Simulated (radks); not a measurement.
Task: All-electron atom: the praseodymium ion Pr5+ in [Xe]. Calculated with a radial shooting solver on a logarithmic mesh with Libxc functionals: scalar-relativistic Kohn-Sham, PBE, spin-polarised, spherical densities, point nucleus. Some entries of the table are withheld. Estimate them.

orbital,occ.,eigenvalue (eV),<r> (bohr)
1s,2,-41890.30,0.02409
2s,2,(1),0.1031
2p,6,-6093.928,0.09056
3s,2,-1529.851,0.2724
3p,6,-1305.496,0.2705
3d,10,-990.5023,0.2476
4s,2,-363.6860,0.6174
4p,6,-289.6362,0.6516
4d,10,-183.5104,0.7090
5s,2,-97.5442,1.388
5p,6,(2),1.546

Result: 
(1) 2s eigenvalue (eV): -6802.511
(2) 5p eigenvalue (eV): -76.7971
